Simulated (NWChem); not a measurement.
Species: C4H7Cl; SMILES C1C(C)(Cl)C1

Results from NWChem. Medium grid unless said otherwise, to which SCAN and Minnesota functionals are sensitive. All runs use the structure optimised with PBE0/def2-SVP. No frequency run checked for a minimum. Hybrids' shares of exact exchange are those that their runs print; pure functionals count as 0. The functionals differ in more than this share.

| row | share of exact exchange | orbital gap (eV) |
|---|---|---|
| PBE/def2-SVP | 0.00 | 6.19 |
| revPBE/def2-SVP | 0.00 | 6.22 |
| B3LYP/def2-SVP | 0.20 | 8.16 |
| B97-2/def2-SVP | 0.21 | 8.33 |
| M05-2X/def2-SVP | 0.56 | 11.22 |
| Hartree-Fock/def2-SVP | 1.00 | withheld |

Fit a straight line of the last column on the one before it, predict the withheld value, and compare with the run.


1. Means of the 5 shown rows: x = 0.194, y = 8.024. Slope Σ(x − x̄)(y − ȳ)/Σ(x − x̄)² = 1.881/0.2095 = 8.979; intercept 6.282.
2. The shown rows scatter about the line by 0.104 (root mean square); the largest residual is +0.16, at B97-2/def2-SVP.
3. At x = 1.00 (Hartree-Fock/def2-SVP; beyond the shown range) the line gives 15.26.
4. The run gives 15.48, +0.22 from the line, 2.1 times the scatter.
